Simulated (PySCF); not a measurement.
Species: C₄H₉NO₂Si.
SMILES: `CO[SiH2]OCCC#N`

Torsions of this conformer, `[CH3:1][O:2][SiH2:3][O:4][CH2:5][CH2:6][C:7]#[N:8]`: C1–O2–Si3–O4 -87°, O2–Si3–O4–C5 66°, Si3–O4–C5–C6 176°, O4–C5–C6–C7 180°.

The closed-shell ground state was solved at several levels (PySCF, density fitting, gas phase, non-relativistic). The structure is a single PBE0-D3(BJ)/def2-SVP conformer in the gas phase; no vibrational or solvent corrections.

| level | basis functions | total energy (Eh) | HOMO (eV) | LUMO (eV) | gap (eV) | dipole (D) |
| --- | --- | --- | --- | --- | --- | --- |
| B3LYP/pcSseg-1 | 188 | -652.5626 | -8.26 | 0.24 | 8.50 | 3.02 |
| PBE0/pcSseg-1 | 188 | -651.9881 | -8.52 | 0.52 | 9.04 | 3.05 |

**Question.** What might wB97X-D/def2-SVPD (242 basis functions) give for the same quantities?

**Answer.** Total energy -652.1090 Eh, HOMO -10.51 eV, LUMO 1.81 eV, gap 12.32 eV, dipole 3.17 D.

**Question.** Over all these levels, which gives the widest orbital gap and which the narrowest?

**Answer.** wB97X-D/def2-SVPD (range-separated hybrid) has the widest, 12.32 eV, and B3LYP/pcSseg-1 (global hybrid, 20 % exact exchange) the narrowest, 8.50 eV. Functional and basis both differ between the two, so the spread mixes both effects.

**Question.** How far do the dipole and the HOMO energy spread over the levels?

**Answer.** The dipole runs from 3.02 to 3.17 D (mean 3.08 D) and the HOMO from -10.51 to -8.26 eV.

Note: wB97X-D ran without an empirical dispersion term, which enters the total energy and its gradient alone.
